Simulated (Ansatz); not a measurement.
Born–Oppenheimer molecular dynamics of C₂H₁₁NOSi (16 atoms, charge 0, multiplicity 1). It starts from a rough guess of a transition structure, not a stationary point.

These are results of Ansatz, UKS PBE0-D4/STO-3G, not measurements.

* ensemble: NVE (velocity Verlet)
* time step: 0.5 fs
* steps asked: 150
* starting velocities drawn for: 1000 K
* seed: 28662

Frames 1 fs apart, positions in Å, forces in eV/Å.

Velocities at 50.0 fs (Å/ps):

```
Si -4.78 0.41 0.43
N -7.86 -8.57 -13.20
C -1.45 -0.32 2.34
H -3.41 -6.51 -26.35
H 29.05 42.03 43.43
H 10.60 -44.49 27.98
H 20.94 8.87 -14.12
O 13.31 1.93 9.87
C -0.67 5.64 0.21
H 28.43 -4.30 -17.22
H 18.55 -27.43 27.74
H 14.22 -15.23 -42.29
H -16.20 39.50 -11.95
H -8.50 -1.35 27.65
H -34.14 23.23 -13.20
H -3.30 -0.42 -17.18
```

```xyz
16
Properties=species:S:1:pos:R:3:forces:R:3 time_fs=50.0 energy_less_start_eV=0.307 T=834
Si -1.216 0.772 0.433 0.92 0.79 -0.66
N -0.151 -0.406 -1.267 3.28 -1.74 0.33
C 0.924 0.185 -2.236 -2.73 -1.76 -0.05
H -2.443 0.000 0.280 0.71 -0.64 0.21
H -1.349 1.765 -0.645 0.57 -0.19 0.68
H -1.553 1.569 1.642 0.66 -0.63 -0.38
H 0.571 -0.439 -0.279 -2.15 -0.67 -1.74
O 0.542 0.117 0.955 -2.40 2.01 -2.17
C 0.378 -0.591 2.162 0.52 -1.73 0.16
H -0.200 -1.462 -1.650 -0.32 2.39 1.25
H 1.812 0.420 -1.758 2.47 0.81 1.81
H 1.185 -0.549 -2.969 0.25 -1.06 -0.89
H 0.652 1.035 -2.810 -1.14 1.62 -0.53
H 1.337 -1.014 2.490 0.32 -0.11 0.01
H -0.356 -1.410 2.141 -0.21 -0.36 -0.15
H 0.059 0.102 2.889 -0.74 1.27 2.10
16
Properties=species:S:1:pos:R:3:forces:R:3 time_fs=51.0 energy_less_start_eV=0.192 T=895
Si -1.220 0.772 0.434 1.26 0.45 -0.33
N -0.158 -0.415 -1.280 3.62 -1.13 0.65
C 0.921 0.184 -2.234 -1.30 -0.99 -1.71
H -2.443 -0.010 0.254 0.76 -0.49 0.20
H -1.318 1.806 -0.599 0.50 -0.20 0.46
H -1.540 1.522 1.669 0.49 -0.51 -0.31
H 0.581 -0.433 -0.301 -2.38 -0.73 -1.53
O 0.554 0.120 0.964 -2.41 2.12 -2.89
C 0.377 -0.586 2.163 0.16 -2.17 0.39
H -0.173 -1.456 -1.662 -0.51 1.83 1.16
H 1.841 0.396 -1.722 0.88 0.54 0.79
H 1.200 -0.567 -3.014 -0.27 0.32 0.46
H 0.632 1.080 -2.823 -0.36 -0.09 0.65
H 1.329 -1.016 2.518 0.11 -0.13 -0.13
H -0.391 -1.389 2.127 0.23 -0.19 -0.06
H 0.052 0.108 2.883 -0.78 1.37 2.21
16
Properties=species:S:1:pos:R:3:forces:R:3 time_fs=52.0 energy_less_start_eV=0.182 T=901
Si -1.224 0.773 0.434 1.67 0.10 0.04
N -0.162 -0.424 -1.292 3.69 0.15 0.98
C 0.918 0.182 -2.233 0.29 -0.20 -2.43
H -2.436 -0.024 0.231 0.75 -0.35 0.16
H -1.281 1.845 -0.548 0.41 -0.18 0.21
H -1.521 1.470 1.692 0.27 -0.33 -0.18
H 0.569 -0.434 -0.338 -2.31 -0.74 -1.15
O 0.565 0.124 0.972 -2.43 2.08 -3.37
C 0.377 -0.583 2.163 -0.55 -1.65 1.30
H -0.151 -1.432 -1.662 -0.65 0.53 0.74
H 1.878 0.378 -1.679 -0.87 0.28 -0.37
H 1.212 -0.583 -3.054 -0.63 1.25 1.41
H 0.608 1.125 -2.830 0.26 -1.39 1.45
H 1.323 -1.019 2.544 -0.10 -0.12 -0.29
H -0.424 -1.369 2.112 0.63 -0.05 0.05
H 0.037 0.127 2.897 -0.42 0.64 1.46
16
Properties=species:S:1:pos:R:3:forces:R:3 time_fs=53.0 energy_less_start_eV=0.295 T=839
Si -1.228 0.773 0.434 2.14 -0.19 0.44
N -0.164 -0.434 -1.304 3.36 1.91 1.09
C 0.915 0.180 -2.234 1.34 0.33 -2.44
H -2.421 -0.041 0.209 0.67 -0.24 0.11
H -1.241 1.883 -0.495 0.30 -0.14 -0.02
H -1.500 1.414 1.714 0.01 -0.14 -0.01
H 0.535 -0.443 -0.385 -1.81 -0.69 -0.49
O 0.575 0.129 0.977 -2.49 1.90 -3.56
C 0.376 -0.581 2.165 -1.31 -0.64 2.29
H -0.136 -1.403 -1.655 -0.73 -1.32 0.05
H 1.907 0.362 -1.640 -2.04 0.15 -1.21
H 1.218 -0.587 -3.082 -0.81 1.65 1.85
H 0.586 1.156 -2.823 0.64 -2.07 1.78
H 1.316 -1.024 2.567 -0.25 -0.10 -0.43
H -0.450 -1.350 2.099 0.89 -0.01 0.16
H 0.019 0.151 2.924 0.08 -0.38 0.40
16
Properties=species:S:1:pos:R:3:forces:R:3 time_fs=54.0 energy_less_start_eV=0.401 T=782
Si -1.231 0.774 0.435 2.63 -0.37 0.82
N -0.164 -0.443 -1.316 2.43 3.27 0.42
C 0.913 0.178 -2.237 1.76 0.59 -1.90
H -2.400 -0.061 0.188 0.53 -0.16 0.05
H -1.198 1.919 -0.442 0.18 -0.14 -0.20
H -1.480 1.357 1.735 -0.24 0.03 0.13
H 0.484 -0.458 -0.437 -0.73 -0.58 0.73
O 0.583 0.135 0.980 -2.57 1.64 -3.47
C 0.374 -0.580 2.168 -1.82 0.37 2.87
H -0.127 -1.387 -1.648 -0.77 -2.83 -0.58
H 1.917 0.347 -1.612 -2.54 0.12 -1.65
H 1.217 -0.576 -3.092 -0.81 1.59 1.80
H 0.570 1.168 -2.800 0.79 -2.18 1.71
H 1.307 -1.029 2.587 -0.30 -0.09 -0.52
H -0.468 -1.331 2.086 0.97 -0.08 0.26
H 0.002 0.172 2.956 0.49 -1.17 -0.47
16
Properties=species:S:1:pos:R:3:forces:R:3 time_fs=55.0 energy_less_start_eV=0.368 T=800
Si -1.233 0.775 0.435 3.10 -0.41 1.15
N -0.161 -0.449 -1.327 0.94 3.06 -1.48
C 0.912 0.177 -2.242 1.63 0.57 -0.81
H -2.375 -0.083 0.168 0.36 -0.11 -0.01
H -1.153 1.954 -0.392 0.05 -0.19 -0.29
H -1.461 1.301 1.758 -0.47 0.16 0.19
H 0.426 -0.479 -0.482 0.87 -0.44 2.57
O 0.590 0.142 0.981 -2.66 1.33 -3.16
C 0.371 -0.578 2.174 -1.98 1.14 2.93
H -0.126 -1.397 -1.646 -0.83 -2.78 -0.72
H 1.903 0.334 -1.600 -2.42 0.16 -1.70
H 1.208 -0.549 -3.085 -0.61 1.10 1.24
H 0.561 1.160 -2.761 0.71 -1.69 1.30
H 1.294 -1.035 2.601 -0.26 -0.10 -0.56
H -0.477 -1.312 2.077 0.86 -0.26 0.33
H -0.011 0.182 2.984 0.71 -1.56 -0.97
16
Properties=species:S:1:pos:R:3:forces:R:3 time_fs=56.0 energy_less_start_eV=0.226 T=877
Si -1.234 0.775 0.436 3.51 -0.31 1.44
N -0.158 -0.453 -1.339 -0.34 1.38 -3.43
C 0.912 0.176 -2.247 0.98 0.24 0.79
H -2.345 -0.105 0.147 0.18 -0.06 -0.07
H -1.107 1.986 -0.343 -0.10 -0.31 -0.32
H -1.447 1.246 1.782 -0.65 0.24 0.13
H 0.376 -0.504 -0.502 2.11 -0.33 4.01
O 0.595 0.150 0.981 -2.76 1.03 -2.72
C 0.366 -0.576 2.182 -1.80 1.59 2.56
H -0.132 -1.433 -1.651 -0.85 -1.19 -0.38
H 1.866 0.322 -1.603 -1.65 0.27 -1.35
H 1.193 -0.513 -3.067 -0.21 0.18 0.10
H 0.559 1.136 -2.709 0.37 -0.54 0.56
H 1.280 -1.042 2.611 -0.13 -0.13 -0.54
H -0.478 -1.297 2.070 0.59 -0.49 0.34
H -0.017 0.178 3.002 0.75 -1.55 -1.12
16
Properties=species:S:1:pos:R:3:forces:R:3 time_fs=57.0 energy_less_start_eV=0.112 T=938
Si -1.233 0.775 0.438 3.80 -0.15 1.68
N -0.156 -0.457 -1.353 -0.51 -0.63 -3.22
C 0.913 0.176 -2.251 -0.17 -0.44 2.41
H -2.314 -0.128 0.126 0.03 -0.02 -0.11
H -1.062 2.016 -0.298 -0.25 -0.46 -0.30
H -1.439 1.193 1.807 -0.77 0.28 -0.04
H 0.346 -0.532 -0.485 2.00 -0.15 3.33
O 0.598 0.159 0.978 -2.88 0.73 -2.23
C 0.360 -0.572 2.192 -1.34 1.62 1.81
H -0.147 -1.480 -1.659 -0.73 0.67 0.01
H 1.814 0.314 -1.619 -0.15 0.45 -0.48
H 1.177 -0.474 -3.047 0.31 -0.98 -1.41
H 0.561 1.107 -2.652 -0.23 1.14 -0.36
H 1.264 -1.050 2.615 0.05 -0.16 -0.49
H -0.473 -1.286 2.067 0.25 -0.73 0.30
H -0.017 0.159 3.010 0.60 -1.16 -0.90
16
Properties=species:S:1:pos:R:3:forces:R:3 time_fs=58.0 energy_less_start_eV=0.205 T=887
Si -1.232 0.776 0.440 3.97 -0.01 1.88
N -0.153 -0.460 -1.369 -0.04 -2.19 -1.02
C 0.914 0.175 -2.254 -1.69 -1.33 2.92
H -2.283 -0.151 0.104 -0.08 0.05 -0.13
H -1.020 2.042 -0.256 -0.40 -0.60 -0.27
H -1.438 1.143 1.832 -0.83 0.30 -0.28
H 0.334 -0.561 -0.437 1.04 0.20 1.03
O 0.600 0.168 0.975 -3.02 0.42 -1.71
C 0.352 -0.567 2.204 -0.66 1.11 0.67
H -0.169 -1.521 -1.668 -0.51 1.94 0.20
H 1.761 0.309 -1.640 1.90 0.65 0.83
H 1.163 -0.446 -3.042 0.69 -1.76 -2.56
H 0.561 1.088 -2.599 -0.80 2.62 -1.09
H 1.249 -1.060 2.614 0.22 -0.16 -0.44
H -0.466 -1.282 2.066 -0.06 -0.86 0.24
H -0.010 0.129 3.009 0.26 -0.37 -0.26
16
Properties=species:S:1:pos:R:3:forces:R:3 time_fs=59.0 energy_less_start_eV=0.403 T=781
Si -1.229 0.776 0.443 3.98 0.02 2.01
N -0.151 -0.466 -1.386 0.23 -3.00 1.34
C 0.914 0.173 -2.254 -2.92 -1.81 1.76
H -2.252 -0.174 0.080 -0.12 0.15 -0.12
H -0.982 2.062 -0.216 -0.53 -0.69 -0.26
H -1.445 1.096 1.855 -0.84 0.32 -0.53
H 0.333 -0.588 -0.380 0.26 0.58 -1.09
O 0.600 0.177 0.970 -3.15 0.09 -1.16
C 0.344 -0.561 2.216 0.09 0.09 -0.83
H -0.195 -1.544 -1.675 -0.25 2.43 0.18
H 1.726 0.310 -1.653 3.56 0.77 1.92
H 1.156 -0.433 -3.059 0.70 -1.50 -2.45
H 0.553 1.094 -2.555 -0.90 2.79 -1.27
H 1.236 -1.071 2.609 0.34 -0.11 -0.39
H -0.459 -1.286 2.068 -0.21 -0.81 0.18
H -0.001 0.095 3.006 -0.24 0.68 0.72
16
Properties=species:S:1:pos:R:3:forces:R:3 time_fs=60.0 energy_less_start_eV=0.443 T=758
Si -1.224 0.776 0.446 3.87 -0.09 2.07
N -0.148 -0.473 -1.403 0.24 -2.96 3.03
C 0.912 0.170 -2.253 -2.76 -1.33 0.21
H -2.223 -0.196 0.056 -0.12 0.29 -0.08
H -0.949 2.075 -0.179 -0.63 -0.70 -0.29
H -1.461 1.052 1.872 -0.81 0.36 -0.72
H 0.334 -0.610 -0.332 -0.15 0.85 -2.36
O 0.597 0.187 0.965 -3.27 -0.24 -0.59
C 0.337 -0.555 2.227 0.69 -1.04 -2.26
H -0.224 -1.544 -1.679 -0.04 2.20 0.00
H 1.724 0.319 -1.648 3.47 0.60 1.74
H 1.155 -0.434 -3.100 0.39 -0.45 -1.19
H 0.536 1.126 -2.524 -0.41 1.49 -0.99
H 1.225 -1.084 2.600 0.39 0.00 -0.35
H -0.454 -1.297 2.071 -0.19 -0.55 0.15
H 0.005 0.068 3.011 -0.67 1.58 1.64
16
Properties=species:S:1:pos:R:3:forces:R:3 time_fs=61.0 energy_less_start_eV=0.391 T=785
Si -1.219 0.776 0.450 3.64 -0.33 2.09
N -0.146 -0.482 -1.417 0.29 -2.08 4.13
C 0.907 0.165 -2.252 -1.24 -0.15 -0.52
H -2.195 -0.214 0.030 -0.09 0.44 -0.03
H -0.921 2.081 -0.145 -0.69 -0.62 -0.36
H -1.484 1.011 1.883 -0.75 0.42 -0.83
H 0.333 -0.624 -0.306 -0.35 0.96 -2.96
O 0.593 0.196 0.959 -3.36 -0.55 -0.04
C 0.329 -0.549 2.237 0.89 -1.62 -2.90
H -0.253 -1.524 -1.685 0.06 1.24 -0.33
H 1.753 0.333 -1.627 1.75 0.15 0.42
H 1.158 -0.439 -3.152 0.01 0.62 0.32
H 0.516 1.172 -2.502 0.27 -0.26 -0.63
H 1.219 -1.096 2.588 0.37 0.17 -0.31
H -0.451 -1.314 2.076 -0.07 -0.16 0.15
H 0.006 0.056 3.030 -0.74 1.76 1.78
```

Of the whole run (75 fs, mean temperature of the second half 895 K): The conserved energy stayed within 0.62 meV per atom of its start (net change 0.023 meV per atom), so the integration is sound. A run of 0.075 ps of so small a system gives no equilibrium averages. The orbitals stay closed-shell, which can raise the energy where a bond breaks towards radicals; this wasn't checked here. Limits of this set-up: minimal basis.

The run took 11 min on 1 CPU thread of a shared host.
